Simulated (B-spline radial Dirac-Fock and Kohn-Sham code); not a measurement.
Ne⁷⁺: scattering cross sections and density moments

System: Ne⁷⁺, [He] 2s1.

The run's input, task.json:

```json
{"items": [{
  "Z": 10,
  "q": 7,
  "cfg": [[1, 0, 2], [2, 0, 1]],
  "A": 20,
  "rrms": 3.0055,
  "do": ["scatter"],
  "s": [0.0, 0.07, 0.09, 0.11, 0.14, 0.17, 0.22, 0.27, 0.33, 0.41, 0.52, 0.64, 0.8, 0.99, 1.23, 1.53, 1.9, 2.36, 2.94, 3.65, 4.54, 5.65, 7.02],
  "pz": [0, 0.1, 0.2, 0.3, 0.4, 0.5, 0.6, 0.8, 1.0, 1.2, 1.4, 1.6, 1.8, 2.0, 2.5, 3.0, 4.0, 5.0, 7.0, 10.0, 15.0, 20.0, 30.0, 40.0, 60.0, 100.0],
  "hv_scatter": [5000, 8047.8, 30000, 50000, 100000, 200000, 500000, 1000000]
}]}
```

Run with: `python xray_run.py task.json out`

Method: configuration-average Dirac-Fock orbitals. Computed with a radial atomic solver.

| Item | Value |
| --- | --- |
| Sum of ⟨r⟩ | 0.9985 bohr |
| Sum of ⟨r²⟩ | 0.6154 bohr² |
| Sum of ⟨1/r⟩ | 21.532 per bohr |
| Langevin diamagnetic susceptibility | -0.487 × 10⁻⁶ cm³/mol |
| Lamb shielding (α²/3)Σ⟨1/r⟩ | 382.2 ppm |

Coherent scattering is the Thomson cross section weighted by f₀², without anomalous dispersion; incoherent scattering is Klein-Nishina weighted by S. The Lamb formula is the non-relativistic shielding expression. Electron correlation is left out.

| hν (keV) | coherent (b) | incoherent (b) | incoherent per electron (b) |
| --- | --- | --- | --- |
| 5 | 4.855 | 0.3323 | 0.111 |
| 8.0478 | 3.860 | 0.5631 | 0.188 |
| 30 | 1.228 | 1.260 | 0.420 |
| 50 | 0.5775 | 1.428 | 0.476 |
| 100 | 0.1744 | 1.398 | 0.466 |
| 200 | 0.04703 | 1.197 | 0.399 |
| 500 | 0.007718 | 0.8638 | 0.288 |
| 1000 | 0.001937 | 0.6327 | 0.211 |

Incoherent scattering overtakes coherent scattering between 8.0478 and 30 keV.
